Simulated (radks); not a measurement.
Excited configurations of La2+: one electron is placed in a higher orbital outside [Xe]. The ground configuration is [Xe] 5d1. Method: scalar-relativistic Kohn-Sham, PBE, spin-unpolarised, spherical densities, finite nucleus; Fermi nuclear charge, rms radius 4.855 fm; computed with a radial shooting solver on a logarithmic mesh with Libxc functionals. Excitation = E - E(ground); binding = E(ion) - E, where the ion is the core of charge +3; n* = 3/sqrt(2 binding) in atomic units, and the quantum defect is n - n*.

| outer orbital | excitation (eV) | binding (eV) | n* | quantum defect | eigenvalue (eV) | <r> (bohr) |
|---|---|---|---|---|---|---|
| 4f | -0.370 | 19.320 | 2.518 | 1.482 | -11.837 | 1.326 |
| 5f | 11.060 | 7.890 | 3.939 | 1.061 | -6.224 | 5.761 |
| 6s | 1.447 | 17.502 | 2.645 | 3.355 | -14.640 | 3.678 |
| 6p | 5.190 | 13.760 | 2.983 | 3.017 | -11.458 | 4.361 |
| 6d | 9.764 | 9.186 | 3.651 | 2.349 | -7.656 | 5.970 |
| 6f | 13.667 | 5.283 | 4.814 | 1.186 | -4.368 | 9.870 |
| 7s | 9.659 | 9.291 | 3.630 | 3.370 | -7.979 | 6.833 |
| 7p | 11.121 | 7.829 | 3.955 | 3.045 | -6.683 | 7.815 |
| 7d | 13.203 | 5.747 | 4.616 | 2.384 | -4.872 | 10.06 |
| 7f | 15.230 | 3.720 | 5.737 | 1.263 | -3.159 | 14.98 |

The Delta-SCF ionisation energy is 18.950 eV (NIST Atomic Spectra Database: 19.177 eV, measured). Self-interaction in the functional shifts the binding energies and quantum defects, so they are the method's values and not measured ones. Spin polarisation and multiplet splitting are left out, so open shells lie too high by an amount that depends on their filling. Spin-orbit splitting is averaged out at the scalar-relativistic level. A negative excitation energy means that this level of theory puts the configuration below the NIST ground configuration.

Beside tabulated values, note that spin-unpolarised runs miss the spin-polarisation part of the exchange energy of open shells.
